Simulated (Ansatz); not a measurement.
```xyz
2

B     0.0000    0.0000   -0.6405
N     0.0000    0.0000    0.6405
```

Basis set: 6-31G (spherical functions). Frozen core: 2 orbitals. Charge 0, multiplicity 1.

Computed with Ansatz (development build ahead of 0.2.0); the reference of a correlated method needn't be the lowest determinant of its kind. Restricted open shells among the atoms or ions are ROHF, correlated in semicanonical orbitals with singles.

(1) Give the atomization energy at this shape (free ground-state atoms in the same class of orbitals less the molecule, no zero-point energy) of singlet BN by RHF-CCSD(T), UHF-BCCD(T), UHF-CCSD(T).

## Answers

(1)

```tsv
method	atomization energy
RHF-CCSD(T)	83.30 kcal/mol
UHF-BCCD(T)	77.51 kcal/mol
UHF-CCSD(T)	73.63 kcal/mol
```

Caution for RHF-CCSD(T): an unrestricted determinant lies well below; other determinants can give a lower correlated total. Caution for UHF-BCCD(T), UHF-CCSD(T): the unrestricted determinant is spin contaminated. Caution for UHF-CCSD(T): another reference gives a lower total; the program doubts this total.

This basis has no polarisation functions and is too small for such energies, which can lie far from measured ones in either direction.
